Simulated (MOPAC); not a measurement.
Input file for MOPAC: PM7 on GeH3NS (SMILES [NH2][Ge][SH]), a point of a torsion scan.

```
PM7 1SCF PRECISE CHARGE=0 THREADS=1
GeH3NS

N     -1.15195169 1     0.04851027 1     0.15298225 1
Ge     0.15645519 1    -0.87155792 1     0.99575251 1
S      1.88182235 1     0.50815258 1     0.35137885 1
H     -1.04263544 1     0.91217977 1    -0.36112673 1
H     -2.12671654 1    -0.21091523 1     0.17280840 1
H      2.09612563 1    -0.20388667 1    -0.74722606 1
```

The log:

```
*******************************************************************************
 **                                                                           **
 **                              MOPAC v23.2.5                                **
 **                                                                           **
 *******************************************************************************
 ** MOPAC's Digital Object Identifier: https://doi.org/10.5281/zenodo.6511958 **
 **                                                                           **
 ** Please cite the open-source release paper for use of this MOPAC version:  **
 ** J. E. Moussa and J. J. P. Stewart (2026)                                  **
 ** MOPAC: An open-source semiempirical molecular orbital program             **
 ** J. Open Source Softw., 11(119), 8025, https://doi.org/10.21105/joss.08025 **
 *******************************************************************************

                              PM7 CALCULATION RESULTS

 *******************************************************************************
 *  PM7        - The PM7 Hamiltonian to be used
 *
 *
 *
 *                 CHARGE ON SYSTEM = 0
 *
 *
 *
 *  PRECISE    - TIGHTER CRITERIA TO BE USED
 *  1SCF       - DO 1 SCF AND THEN STOP
 *  THREADS=1  - MULTI-THREADING NOT USED
 *  T=         - A TIME OF 172800.0 SECONDS REQUESTED
 *  DUMP=N     - RESTART FILE WRITTEN EVERY 7200.0 SECONDS REQUESTED
 *******************************************************************************
PM7 1SCF PRECISE CHARGE=0 THREADS=1
 GeH3NS

   ATOM   CHEMICAL          X               Y               Z
  NUMBER   SYMBOL      (ANGSTROMS)     (ANGSTROMS)     (ANGSTROMS)

     1       N         -1.15195169  *   0.04851027  *   0.15298225  *
     2      Ge          0.15645519  *  -0.87155792  *   0.99575251  *
     3       S          1.88182235  *   0.50815258  *   0.35137885  *
     4       H         -1.04263544  *   0.91217977  *  -0.36112673  *
     5       H         -2.12671654  *  -0.21091523  *   0.17280840  *
     6       H          2.09612563  *  -0.20388667  *  -0.74722606  *



          CARTESIAN COORDINATES

    NO.       ATOM           X           Y           Z

     1         N         -1.1520      0.0485      0.1530
     2        Ge          0.1565     -0.8716      0.9958
     3         S          1.8818      0.5082      0.3514
     4         H         -1.0426      0.9122     -0.3611
     5         H         -2.1267     -0.2109      0.1728
     6         H          2.0961     -0.2039     -0.7472

 General Reference for PM7:
 "Optimization of Parameters for Semiempirical Methods VI: More Modifications to the
 NDDO Approximations and Re-optimization of Parameters", J. J. P. Stewart, J. Mol. Mod., 1:32, 19 (2013)
 https://link.springer.com/article/10.1007/s00894-012-1667-x

           Empirical Formula: H3 N Ge S  =     6 atoms



      MOLECULAR POINT GROUP   :   C1


      RHF CALCULATION, NO. OF DOUBLY OCCUPIED LEVELS = 9


 -------------------------------------------------------------------------------
 PM7 1SCF PRECISE CHARGE=0 THREADS=1
 GeH3NS



     1SCF WAS SPECIFIED, SO BFGS WAS NOT USED
     SCF FIELD WAS ACHIEVED


                              PM7 CALCULATION
                                                       MOPAC v23.2.5 Linux




          FINAL HEAT OF FORMATION =         17.46413 KCAL/MOL =      73.06991 KJ/MOL


          COSMO AREA              =        113.08 SQUARE ANGSTROMS
          COSMO VOLUME            =        103.48 CUBIC ANGSTROMS

          IONIZATION POTENTIAL    =          8.469017 EV
          HOMO LUMO ENERGIES (EV) =         -8.469 -1.186
          NO. OF FILLED LEVELS    =          9
          MOLECULAR WEIGHT        =        121.6804         POINT GROUP:  C1

          MOLECULAR DIMENSIONS (Angstroms)

            Atom       Atom       Distance
            H     6    H     5     4.32191
            H     4   Ge     2     2.38464
            H     5    S     3     1.24199


          SCF CALCULATIONS        =          1





   ATOM   CHEMICAL          X               Y               Z
  NUMBER   SYMBOL      (ANGSTROMS)     (ANGSTROMS)     (ANGSTROMS)

     1       N         -1.15195169  *   0.04851027  *   0.15298225  *
     2      Ge          0.15645519  *  -0.87155792  *   0.99575251  *
     3       S          1.88182235  *   0.50815258  *   0.35137885  *
     4       H         -1.04263544  *   0.91217977  *  -0.36112673  *
     5       H         -2.12671654  *  -0.21091523  *   0.17280840  *
     6       H          2.09612563  *  -0.20388667  *  -0.74722606  *

                             CARTESIAN COORDINATES

   1    N       -1.151951690     0.048510270     0.152982250
   2   Ge        0.156455190    -0.871557920     0.995752510
   3    S        1.881822350     0.508152580     0.351378850
   4    H       -1.042635440     0.912179770    -0.361126730
   5    H       -2.126716540    -0.210915230     0.172808400
   6    H        2.096125630    -0.203886670    -0.747226060


           Empirical Formula: H3 N Ge S  =     6 atoms



      MOLECULAR POINT GROUP   :   C1


                  EIGENVALUES
 -34.48395 -25.88143 -17.76534 -16.38148 -12.52828 -11.69706  -9.98756  -8.79337
  -8.46902  -1.18557  -0.51181  -0.01460   0.44751   0.49067   0.57550   0.71988
   0.87200   3.87566   5.73166   6.89269


              NET ATOMIC CHARGES AND DIPOLE CONTRIBUTIONS

  ATOM NO.   TYPE          CHARGE      No. of ELECS.   s-Pop       p-Pop       d-Pop
    1          N          -0.789690        5.7897     1.59904     4.19066
    2         Ge           0.641166        3.3588     1.79820     1.56063
    3          S          -0.561465        6.5615     1.90339     4.56187     0.09621
    4          H           0.267549        0.7325     0.73245
    5          H           0.259994        0.7400     0.74001
    6          H           0.182446        0.8176     0.81755
 DIPOLE           X         Y         Z       TOTAL
 POINT-CHG.    -2.383    -3.508     0.636     4.288
 HYBRID        -0.671     1.725    -1.327     2.277
 SUM           -3.053    -1.783    -0.691     3.603


          ATOMIC ORBITAL ELECTRON POPULATIONS

     Atom    s        px        py        pz      x^2-y^2     xz        z^2       yz        xy
    1  N   1.59904   1.25493   1.36904   1.56669
    2 Ge   1.79820   0.46454   0.63749   0.45861
    3  S   1.90339   1.64885   1.56409   1.34893   0.00824   0.00375   0.02299   0.04765   0.01358
    4  H   0.73245
    5  H   0.74001
    6  H   0.81755

 **********************
 *                    *
 * JOB ENDED NORMALLY *
 *                    *
 **********************




 == MOPAC DONE ==
```

The run finished.

Cost: about 0.04 core-seconds (a rough figure).
